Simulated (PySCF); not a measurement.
# Structure from NMR data

The spectra below were simulated for a compound C6H5FO2Si.

1H NMR (300 MHz, computed): δ 7.98 (m, 1H), 2.13 (s, 3H), 1.93 (s, 1H).

13C{1H} NMR (computed): δ 162.9 (CH), 113.4 (C), 101.4 (CH), 84.8 (C), 80.7 (C), 5.5 (CH3).

Fast rotation and ring inversion assumed for equivalent nuclei, gas phase, one computed conformer, relativity neglected. GIAO PBE0/pcSseg-1 shieldings; GFN2-xTB geometry; PySCF 2.14.0 with density-fitted response routines.

Scale: 1H (σref 31.72), 13C (σref 186.93) against TMS (reference shieldings calculated alike).

Problem. Deduce the structure.

Solution. 
1. Rings plus π bonds: 5 (no ring in the answer).
2. 6 carbon signals for 6 carbons: no two carbons are equivalent.
3. Carbon types of the structure: 3 × C, 2 × CH, 1 × CH3, which accounts for all hydrogens.
4. δC 162.9: carbonyl carbon.
5. δC 113.4, 84.8, 80.7: alkyne carbon.
6. δC 101.4: terminal alkyne carbon; sp carbons lie upfield of alkene carbons because the cylindrical π system leaves one tensor component strongly shielded.
7. δC 5.5: propargylic methyl carbon; aliphatic region, no heteroatom directly attached.
8. δH 7.98: hydrogen on a carbonyl carbon.
9. δH 2.13: hydrogen on a propargylic methyl carbon.
10. δH 1.93: hydrogen on a terminal alkyne carbon; it lies on the axis of the triple bond, in its shielding cone.

The compound is `InChI=1S/C6H5FO2Si/c1-3-5-10(7,4-2)9-6-8/h2,6H,1H3/t10-/m0/s1`.

This is the structure that produced the data.

Splittings by 19F in the carbon and heteronuclear signals aren't shown, as no couplings were computed. Shifts are as computed. Against solution values, carbons near 30 ppm lie about +3 ppm off and those near 130 ppm about +5 ppm. Of 1309 compounds with measured shifts, 239 miss one by over three times the rms of a fit or turn the order of signals round; such compounds aren't used in these exercises. No couplings were computed; multiplicities are counted from neighbouring protons, with m where these are inequivalent, close in shift, in a saturated or five-membered ring or joined by F or P, and br s for small geminal =CH2 splittings.
